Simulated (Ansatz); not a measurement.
All values below come from Ansatz (an electronic-structure program) with frozen-core CCSD(T)/cc-pVTZ // r2SCAN-D4/def2-TZVP. The restricted HF reference is unstable towards unrestricted orbitals.

Ansatz 0.2 input:
```yaml
crystal:
  periodic: [false, false, false]
  atoms:
    - { symbol: O, position_ang: [1.311273, -0.863079, -0.368605] }
    - { symbol: C, position_ang: [0.12893, -0.293151, 0.062676] }
    - { symbol: B, position_ang: [-0.962376, -1.212085, -0.836052] }
    - { symbol: B, position_ang: [-1.353231, -0.440572, 0.464419] }
    - { symbol: H, position_ang: [1.947901, -0.163811, -0.591399] }
    - { symbol: H, position_ang: [0.330572, 0.672981, 0.574689] }
basis:
  gaussian: { orbitals: cc-pVTZ }
correlation:
  method: ccsd_t
```

Output:

```
Functional definition: HF
878 factors; integrals over basis functions are off by at most 8.3e-4 eV
mean field evaluation 1: about -4433.4089 eV, gradient 3.0e1 eV
mean field evaluation 2: about -4433.4138 eV, gradient 3.0e1 eV
mean field evaluation 4: about -4435.6729 eV, gradient 4.0e0 eV
mean field evaluation 8: about -4435.7682 eV, gradient 3.8e-1 eV
mean field evaluation 16: about -4435.7737 eV, gradient 2.6e-6 eV
mean field evaluation 32: about -4432.2972 eV, gradient 1.4e0 eV
mean field -4435.77369041 eV, -163.0116764472 hartree, gradient 2.6e-6 eV, S^2 0.000000; 0 other end points of the search recorded, 0 dependent functions left out; unrestricted orbitals would lower it
unrestricted determinant -4437.10428980 eV, -163.0605750727 hartree, S^2 1.0144
4 core orbitals not correlated
reference -4435.77369041 eV, -163.0116764472 hartree; 9, 9 occupied and 135, 135 virtual orbitals, 878 factors
second order -16.67757821 eV of doubles, -0.00000000 eV of singles
cycle   1  -16.31279728 eV  change    3.6e-1 eV  update   1.5e-1
cycle   2  -16.94942431 eV  change   -6.4e-1 eV  update   6.3e-2
cycle   3  -17.18023433 eV  change   -2.3e-1 eV  update   4.2e-2
cycle   4  -17.17678054 eV  change    3.5e-3 eV  update   1.9e-2
cycle   5  -17.16411477 eV  change    1.3e-2 eV  update   1.1e-2
cycle   6  -17.17566950 eV  change   -1.2e-2 eV  update   6.2e-3
cycle   7  -17.17467256 eV  change    1.0e-3 eV  update   3.3e-3
cycle   8  -17.17407857 eV  change    5.9e-4 eV  update   1.9e-3
cycle   9  -17.17585559 eV  change   -1.8e-3 eV  update   9.3e-4
cycle  10  -17.17548786 eV  change    3.7e-4 eV  update   4.7e-4
cycle  11  -17.17541868 eV  change    6.9e-5 eV  update   2.5e-4
cycle  12  -17.17554005 eV  change   -1.2e-4 eV  update   1.3e-4
cycle  13  -17.17558421 eV  change   -4.4e-5 eV  update   6.2e-5
cycle  14  -17.17561742 eV  change   -3.3e-5 eV  update   3.0e-5
cycle  15  -17.17564091 eV  change   -2.3e-5 eV  update   1.3e-5
cycle  16  -17.17563336 eV  change    7.5e-6 eV  update   8.6e-6
perturbative correction -1.14582883 eV, -0.0421084329 hartree
Total energy: -4454.09515260 eV, -163.6849777639 hartree
```

Cost: roughly 23 core-seconds.
